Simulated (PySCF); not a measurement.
Species: C3H9As.
Bonds: C1–As2, As2–C3, As2–C4. Hydrogens: H5, H6, H7 on C1; H8, H9, H10 on C3; H11, H12, H13 on C4.

Method: PBE0-D3(BJ)/def2-SVP geometry optimisation, gas phase in PySCF 2.14.0.

Question: What internal coordinates does the optimisation give?

Answer: 
```csv
bond,length (Å)
"C1–As2, As2–C3, As2–C4",1.966
C1–H5 and 8 like bonds,1.100
```

Bonds in one row agree within 0.01 Å and their mean is given. A selection of angles:
```csv
angle,degrees
As2–C1–H5,111.6
As2–C1–H6,109.4
H5–C1–H6,109.1
H6–C1–H7,108.1
C1–As2–C3,97.0
```

All 3 As–C bonds measure 1.966 Å. As2 (arsenic bonded to 3 C) is pyramidal (angles 97.0°, 97.0° and 97.0°, sum 291.0°, 0.99 Å off the plane of its three neighbours).

Point group: C3v (tolerance 0.08 Å). No PBE0-D3(BJ)/def2-SVP frequencies stand behind this structure, so it isn't proved a minimum.

On one thread of an Arm Neoverse V2, no GPU, on a shared host, this took 43 s wall and 0.50 GiB of memory at its peak. These figures are those of the optimisation.
